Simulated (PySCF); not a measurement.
Isomers of [C6H5FO3P]- (charge -1), one GFN2-xTB conformer each. Single-point energies are computed at PBE0/pcSseg-1 (PySCF, gas phase, no added dispersion term), electronic only.

| SMILES | GFN2-xTB relative energy (kJ/mol) |
| --- | --- |
| O=[P@@]([O-])(O)c1ccc(F)cc1 | 0.0 |
| O=[P@@]([O-])(O)c1ccccc1F | 5.5 |

Conformers: `[O:1]=[P@@:2]([O-:3])([OH:4])[c:5]1[cH:6][cH:7][c:8]([F:9])[cH:10][cH:11]1` (charge -1) with O1–P2–O4–H -150°, O1–P2–C5–C6 -115°; `[O:1]=[P@@:2]([O-:3])([OH:4])[c:5]1[cH:6][cH:7][cH:8][cH:9][c:10]1[F:11]` (charge -1) with O1–P2–O4–H 29°, O1–P2–C5–C6 110°.

Q: What does PBE0/pcSseg-1 give for the same structures?

A: 
```csv
SMILES,PBE0/pcSseg-1 E (Eh),PBE0/pcSseg-1 (kJ/mol),GFN2-xTB (kJ/mol),point group
O=[P@@]([O-])(O)c1ccccc1F,-897.85962,0.0,5.5,C1
O=[P@@]([O-])(O)c1ccc(F)cc1,-897.85828,3.5,0.0,–
```

GFN2-xTB puts O=[P@@]([O-])(O)c1ccc(F)cc1 lowest instead. Neighbours under 21 kJ/mol apart (O=[P@@]([O-])(O)c1ccccc1F and O=[P@@]([O-])(O)c1ccc(F)cc1) can change places with a better method, another conformer or zero-point energy.
